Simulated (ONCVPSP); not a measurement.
# Transferability test, ONCV potential for silver

```
Element                 : silver
Generator               : ONCVPSP 4.0.1
Type                    : optimised norm-conserving Vanderbilt (ONCV)
Functional              : LDA (Perdew-Zunger)
Relativity              : fully relativistic
Frozen core             : [Kr]
Valence charge          : 11
Reference configuration : 4d10 5s0.5 (charge +0.5)
Partial waves           : 5s: rc 1.95 bohr, ncon 4, nbas 8, qcut 3.9 1/bohr, 3 projectors, debl 1.5 Ha; p scattering state at 0.41 Ha: rc 2.00 bohr, ncon 3, nbas 6, qcut 4.4 1/bohr, 2 projectors, debl 3.7 Ha; 4d: rc 1.70 bohr, ncon 3, nbas 7, qcut 10.3 1/bohr, 2 projectors, debl 4 Ha
Local potential         : polynomial inside 1.55 bohr (lpopt 3, dvloc0 0 Ha)
Core correction         : polynomial model core, fcfact 0.5
```

Open shells are filled in proportion to 2j + 1.

Energies are relative to the spin-unpolarised reference configuration 4d10 5s0.5; without spin polarisation the order of configurations can differ from experiment.

| valence configuration | charge | ΔE all-electron (eV) | error AE − PS (meV) |
| --- | --- | --- | --- |
| 4d10 5s1 | 0 | -3.187 | -2.3 |
| 4d9 5s0 | +2 | 27.302 | -40 |

Problem. What are ΔE and the potential's error for 4d9 5s1?

Solution. ΔE = 10.195 eV all-electron; the error (AE − PS) is -67 meV.

Problem. What are ΔE and the potential's error for 4d10 5s0?

Solution. ΔE = 4.918 eV all-electron; the error (AE − PS) is -3.4 meV.

Levels in the configuration 4d9 5s1:

```
   level  all-electron (eV)  pseudo (eV)
4d j=5/2            -19.227      -19.364
4d j=3/2            -19.837      -19.978
5s j=1/2            -13.150      -13.114
```

Note: ghosts flagged at negative energy: s at -101.9 eV; GHOST(+) flagged for p1/2 at 123.8 eV. A true bound ghost makes a file unfit for plane-wave use.
